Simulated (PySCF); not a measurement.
# Vibration and rotation of HgBr

UHF-MP2 constants of HgBr, ²Σ⁺ (doublet), unpaired electrons σ ↑ (Hg def2-TZVPP with ECP60, Br def2-TZVPP; scalar-relativistic core potentials (PySCF 2.14); masses 201.9706 and 78.9183 u):

```
ωe            : 192.7 cm⁻¹
ωexe          : 1.33 cm⁻¹
Be            : 0.047939 cm⁻¹
αe            : 0.000265 cm⁻¹
De to Hg + Br : 0.57 eV
```

Task: What force constant and bond length do these constants imply?

Result: Reduced mass μred = 56.746 u; k = 5.8918×10⁻⁷·μred·ωe² (u, cm⁻¹, mdyn/Å) = 1.24 mdyn/Å; Re = √(16.8576/(μred·Be)) (u, cm⁻¹, Å) = 2.489 Å.

Task: Estimate the centrifugal constant D from the Kratzer relation and find the Dunham coefficient a1.

Result: D = 4Be³/ωe² = 1.19e-08 cm⁻¹; a1 = −1 − αeωe/(6Be²) = -4.70.

Correlated steps freeze 9 core orbitals. These are scalar-relativistic numbers at best; spin–orbit coupling would shift them, the dissociation energy most. The state was picked by a PBE0 search and need not be the measured ground state.
